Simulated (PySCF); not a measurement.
PBE0 on Lu(3+) (lutetium, charge +3)

Configuration: [Xe] 4f14, closed-shell 1S. Calculation: PySCF 2.14, in ANO-RCC-VTZP (8s7p5d3f2g1h, 104 functions); the spin-free X2C one-electron Hamiltonian (Gaussian nucleus).

| Property | Result |
| --- | --- |
| Total energy | -14561.29 hartree |
| One-electron energy | -19924.11 hartree |
| Hartree (Coulomb) energy | 5667.38 hartree |
| Exchange-correlation energy | -304.55 hartree |
| ⟨S²⟩ | 0.0000 |
| ⟨L²⟩ | 0.000 |
| Sum of ⟨r⟩ | 34.29 bohr |
| Sum of ⟨r²⟩ | 31.91 bohr² |
| Langevin diamagnetic susceptibility | -25.3 ×10⁻⁶ cm³/mol |
| Time after the integrals | of the order of 6 core-seconds |

```tsv
shell	electrons	mean orbital energy (hartree)	rms radius, mean of both spins (bohr)
1s	2	-2322.95957	0.0219
2s	2	-397.52579	0.0885
2p	6	-350.82075	0.0801
3s	2	-91.41349	0.227
3p	6	-77.25590	0.228
3d	10	-59.76891	0.208
4s	2	-19.25473	0.509
4p	6	-14.56429	0.541
4d	10	-8.30374	0.591
5s	2	-3.34315	1.24
5p	6	-2.21198	1.46
4f	14	-1.45802	0.818
```

Spin-orbit coupling, which splits the p, d and f shells strongly at this Z, is absent.

Densities and radii are taken from the X2C orbitals without a picture-change correction, which distorts them close to the nucleus.
